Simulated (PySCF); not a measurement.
Species: C₃H₅F₃Si.
SMILES with atom numbers: `[F:1][CH:2]([F:3])[C@@:4]1([F:5])[CH2:6][SiH2:7]1` (hydrogens: H8 on C2; H9, H10 on C6; H11, H12 on Si7)

Method: PBE0-D3(BJ)/def2-SVP geometry optimisation, gas phase (PySCF); density fitting, grid level 1; the optimiser is geomeTRIC in internal coordinates, started from a GFN2-xTB structure with every atom displaced at random (about 0.01 Å).

Step 1: E = -19193.5500 eV
```
atom  x, y, z in Å  |  force x, y, z in eV/Å
F1     -2.1534   -1.2234   -0.0844    0.119  -0.411   0.092
C2     -1.5295   -0.0429   -0.1840   -0.369   0.597  -0.455
F3     -1.7057    0.6176    0.9846    0.066  -0.101   0.054
C4     -0.0624   -0.1594   -0.5000    0.043   0.003   0.181
F5      0.1051   -0.4274   -1.8290   -0.108  -0.087  -0.194
C6      0.8581    0.9406    0.0092    0.106   0.138  -0.135
Si7     1.2955   -0.7587    0.6617   -0.070   0.155  -0.140
H8     -2.0457    0.5223   -0.9978    0.247  -0.041   0.244
H9      1.4739    1.3935   -0.7848   -0.021  -0.157   0.174
H10     0.4047    1.6882    0.6686   -0.023  -0.045   0.045
H11     0.9772   -1.1318    2.0542    0.005   0.011   0.092
H12     2.4247   -1.4446   -0.0044    0.006  -0.061   0.041
```

Step 2: E = -19193.5757 eV
```
atom  x, y, z in Å  |  force x, y, z in eV/Å
F1     -2.1011   -1.2568   -0.1064   -0.061  -0.043  -0.083
C2     -1.5342   -0.0394   -0.1892    0.101   0.017   0.106
F3     -1.7001    0.5714    1.0073   -0.045   0.004   0.002
C4     -0.0693   -0.1429   -0.5079    0.109   0.073  -0.057
F5      0.0728   -0.4203   -1.8422    0.013  -0.020  -0.047
C6      0.8641    0.9490    0.0013    0.002   0.038  -0.107
Si7     1.2804   -0.7487    0.6577   -0.094   0.025   0.018
H8     -2.0523    0.5417   -0.9774   -0.036  -0.029   0.095
H9      1.5051    1.3756   -0.7797    0.010  -0.017   0.025
H10     0.4201    1.7015    0.6618   -0.015  -0.018   0.010
H11     0.9554   -1.0930    2.0608    0.015  -0.006   0.001
H12     2.4017   -1.4640    0.0074    0.003  -0.025   0.036
```

Task: Estimate the geometry and energy of step 3. (The exact step hangs on the optimiser's Hessian estimate; all steps are aligned on step 2, rigid shifts and turns removed.)

Result: E = -19193.5840 eV, largest force 0.196 eV/Å
```
atom  x, y, z in Å  |  force x, y, z in eV/Å
F1     -2.0835   -1.2721   -0.1398   -0.020   0.061  -0.060
C2     -1.5313   -0.0427   -0.1821    0.110  -0.138   0.086
F3     -1.6937    0.5235    1.0368    0.044  -0.015  -0.016
C4     -0.0677   -0.1308   -0.5199    0.094   0.040  -0.101
F5      0.0743   -0.4128   -1.8557   -0.063   0.005   0.093
C6      0.8720    0.9563   -0.0140   -0.075   0.005  -0.009
Si7     1.2672   -0.7404    0.6575   -0.033  -0.027   0.067
H8     -2.0688    0.5568   -0.9363   -0.082   0.048  -0.029
H9      1.5273    1.3681   -0.7883    0.014   0.021  -0.031
H10     0.4303    1.7136    0.6424   -0.001   0.009   0.003
H11     0.9303   -1.0664    2.0634    0.007  -0.004  -0.024
H12     2.3862   -1.4791    0.0296    0.005  -0.004   0.021
```

The energy changes by -0.0083 eV. The first-order estimate −F·Δx gives -0.0128 eV and the mean of the old and new forces, exact on a quadratic surface, -0.0086 eV. The step makes an angle of 68° with the force vector and moves no atom by more than 0.057 Å.

What follows is the cost of the whole optimisation. The run took 45 s wall on an Intel Xeon 6975P-C with one thread, no GPU, shared host, and the process peaked at 0.55 GiB of memory.
